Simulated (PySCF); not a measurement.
# A PySCF run on BiO

State: ²Π (doublet), unpaired electrons π ↑.

An equivalent input (the run itself took its basis sets from the Basis Set Exchange, started from a PBE0 density and held the occupation σ 7α 7β, πx 4α 3β, πy 3α 3β, δx 1α 1β, δy 1α 1β):

```python
from pyscf import gto, scf, cc
mol = gto.M(atom='Bi 0 0 0; O 0 0 1.95', basis={'Bi': 'def2-SVP', 'O': 'def2-SVP'}, ecp={'Bi': 'def2-SVP'},
            charge=0, spin=1, verbose=4, symmetry='C2v')
mf = scf.UHF(mol)
mf.irrep_nelec = {'A1': (8, 8), 'A2': (1, 1), 'B1': (4, 3), 'B2': (3, 3)}
mf.conv_tol = 1e-9
mf.max_cycle = 60
mf.diis_space = 10
mf.kernel()
mycc = cc.CCSD(mf, frozen=[[0, 1, 2, 3, 4, 36, 37, 38, 39], [0, 1, 2, 3, 4, 36, 37, 38, 39]])
mycc.run(conv_tol=1e-7, conv_tol_normt=1e-5, max_cycle=80, diis_space=8)
et = mycc.ccsd_t()
```

The SCF ended at -288.26098036 hartree. The coupled-cluster part of the log:

```
******** <class 'pyscf.cc.uccsd.UCCSD'> ********
CC2 = 0
CCSD nocc = (11, 10), nmo = (31, 31)
frozen orbitals [[0, 1, 2, 3, 4, 36, 37, 38, 39], [0, 1, 2, 3, 4, 36, 37, 38, 39]]
max_cycle = 80
direct = 0
conv_tol = 1e-07
conv_tol_normt = 1e-05
diis_space = 8
diis_start_cycle = 0
diis_start_energy_diff = 1e+09
Init t2, MP2 energy = -0.32370817362952
Init E_corr(UCCSD) = -0.323708173723096
cycle = 1  E_corr(UCCSD) = -0.27796223978783  dE = 0.0457459339  norm(t1,t2) = 0.255358
cycle = 2  E_corr(UCCSD) = -0.322832657645697  dE = -0.0448704179  norm(t1,t2) = 0.177021
cycle = 3  E_corr(UCCSD) = -0.310330187805673  dE = 0.0125024698  norm(t1,t2) = 0.18308
cycle = 4  E_corr(UCCSD) = -0.310790002207773  dE = -0.000459814402  norm(t1,t2) = 0.0344874
cycle = 5  E_corr(UCCSD) = -0.312843726662658  dE = -0.00205372445  norm(t1,t2) = 0.0108136
cycle = 6  E_corr(UCCSD) = -0.312682682603288  dE = 0.000161044059  norm(t1,t2) = 0.00462356
cycle = 7  E_corr(UCCSD) = -0.312556391999846  dE = 0.000126290603  norm(t1,t2) = 0.00284689
cycle = 8  E_corr(UCCSD) = -0.312595093921596  dE = -3.87019217e-05  norm(t1,t2) = 0.00166084
cycle = 9  E_corr(UCCSD) = -0.312604781368958  dE = -9.68744736e-06  norm(t1,t2) = 0.0011881
cycle = 10  E_corr(UCCSD) = -0.312625909853562  dE = -2.11284846e-05  norm(t1,t2) = 0.000637756
cycle = 11  E_corr(UCCSD) = -0.312632594434639  dE = -6.68458108e-06  norm(t1,t2) = 0.00030215
cycle = 12  E_corr(UCCSD) = -0.312624686938636  dE = 7.907496e-06  norm(t1,t2) = 0.000148705
cycle = 13  E_corr(UCCSD) = -0.312628744452109  dE = -4.05751347e-06  norm(t1,t2) = 8.27681e-05
cycle = 14  E_corr(UCCSD) = -0.312625105865273  dE = 3.63858684e-06  norm(t1,t2) = 4.745e-05
cycle = 15  E_corr(UCCSD) = -0.31262623761791  dE = -1.13175264e-06  norm(t1,t2) = 2.15344e-05
cycle = 16  E_corr(UCCSD) = -0.312626558597318  dE = -3.20979407e-07  norm(t1,t2) = 1.13338e-05
cycle = 17  E_corr(UCCSD) = -0.312626237143652  dE = 3.21453666e-07  norm(t1,t2) = 5.21548e-06
cycle = 18  E_corr(UCCSD) = -0.312626431249368  dE = -1.94105717e-07  norm(t1,t2) = 3.82696e-06
cycle = 19  E_corr(UCCSD) = -0.312626483376824  dE = -5.21274557e-08  norm(t1,t2) = 1.65474e-06
UCCSD converged
E(UCCSD) = -288.5736068403075  E_corr = -0.312626483376824
UCCSD(T) correction = -0.0196887182355754
```

T1 diagnostic 0.039, D1 0.173, 21 electrons correlated, 4 of the virtual orbitals (those above 20 hartree) left out.

A point of this curve took 3 CPU seconds beside 0.064 for the integrals, on Arm Neoverse V2 (shared host).

Correlated steps freeze 5 core orbitals. Spin–orbit coupling is left out, which matters for elements this heavy, above all for dissociation energies. The state was picked by a PBE0 search and need not be the measured ground state.
